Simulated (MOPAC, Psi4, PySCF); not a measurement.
Torsional profile of SMILES O=Cc1ccc(S)s1 (C5H4OS2). Scanned: dihedral O1–C2–C3–S8; all other coordinates were relaxed at GFN2-xTB. Points at φ and −φ are mirror images. Heavy atoms are numbered in the order of the SMILES O=Cc1ccc(S)s1, hydrogens after them in the order of the atoms that carry them; the mirror image has the same energies with the sign of each dihedral reversed.

Levels of theory: PBE-D3(BJ)/def2-SVP // GFN2-xTB (Psi4); RKS-B3LYP/6-31G* = PySCF 2.14.0 with restricted B3LYP/6-31G*, spherical d, density fitting // GFN2-xTB; PM3, restricted, heats of formation // GFN2-xTB (MOPAC); MP2/cc-pVTZ = DF-MP2 (frozen core)/cc-pVTZ // GFN2-xTB (Psi4).

Energies relative to the lowest point of each profile, in mEh:

| φ / ° | PBE-D3(BJ)/def2-SVP | RKS-B3LYP/6-31G* | PM3 |
|---|---|---|---|
| -140 | 9.1 | 9.6 | 2.0 |
| -120 | 16.2 | 16.0 | 3.5 |
| -60 | 16.0 | 15.4 | 4.1 |
| -40 | 8.3 | 8.0 | 3.8 |
| 0 | 0.0 | 0.0 | 3.4 |
| 20 | 2.3 | 2.2 | 3.5 |
| 40 | 8.3 | 8.0 | 3.8 |
| 80 | 22.4 | 21.1 | 3.6 |
| 100 | 22.5 | 21.3 | 3.7 |
| 120 | 16.2 | 16.0 | 3.5 |
| 160 | 4.1 | 4.9 | 0.6 |
| 180 | 2.2 | 3.2 | 0.0 |

### Question
Predict the corresponding MP2/cc-pVTZ column.

### Answer
-140: 8.1; -120: 13.7; -60: 13.2; -40: 6.8; 0: 0.0; 20: 1.9; 40: 6.8; 80: 18.0; 100: 18.2; 120: 13.7; 160: 4.2; 180: 2.8 (mEh).
